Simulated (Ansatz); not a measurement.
`B[SiH2][SiH2][SiH3]` + CH₃NH₂ → `BNC` + `[SiH3][SiH2][SiH3]` at 298.15 K and 1 bar (cleavage of the B–Si bond).

Calculated with Ansatz (gas phase, PBE0-D4/def2-TZVP geometries, no zero-point term in ΔE). CBS: MP2 limit from def2 TZ/QZ plus the TZ coupled-cluster correction, frozen cores. One conformer a species, not always the lowest.

```csv
species,CCSD(T)/CBS energy (Eh),H − E (kJ/mol),S (J/(mol·K))
`B[SiH2][SiH2][SiH3]`,-897.39286,233.2,396.8
CH₃NH₂,-95.75281,180.0,240.4
`BNC`,-121.18426,215.2,268.0
`[SiH3][SiH2][SiH3]`,-872.02658,195.8,347.4
```

H − E and S are ideal-gas, rigid-rotor, harmonic terms from PBE0-D4/def2-TZVP, for one conformer and one mirror image of each species. 1 Eh = 2625.50 kJ/mol, R = 8.31446 J/(mol·K).

Task: By hand: ΔE, ΔH, ΔS and ΔG.

Result: ΔE = (-121.18426) + (-872.02658) − (-897.39286) − (-95.75281) = -0.06517 Eh = -171.1 kJ/mol. Δ(H − E) = 215.2 + 195.8 − 233.2 − 180.0 = -2.2, so ΔH = -173.3 kJ/mol. ΔS = 268.0 + 347.4 − 396.8 − 240.4 = -21.8 J/(mol·K). ΔG = -173.3 − 298.15 × (-21.8)/1000 = -166.8 kJ/mol.

Task: By hand: the equilibrium constant, and the temperature at which ΔG would vanish if ΔH and ΔS stayed fixed.

Result: log₁₀ K = −ΔG/(RT ln 10) = 29.2. ΔG = 0 at ΔH/ΔS = 7950 K, far beyond where these terms or the molecules hold.

ΔH outweighs TΔS. A doubt of 5 kJ/mol in ΔE shifts log₁₀ K by 0.9 here. Other conformers and mirror images would add mixing entropy, several J/(mol·K) or more a flexible species. Modes under 60 cm⁻¹, often nearly free rotors, make the harmonic entropy too high. These are equilibria of isolated gas molecules and say nothing of rates. Largest T1 diagnostic: 0.014 (customary marks: 0.02 for closed shells, 0.045 for open ones).
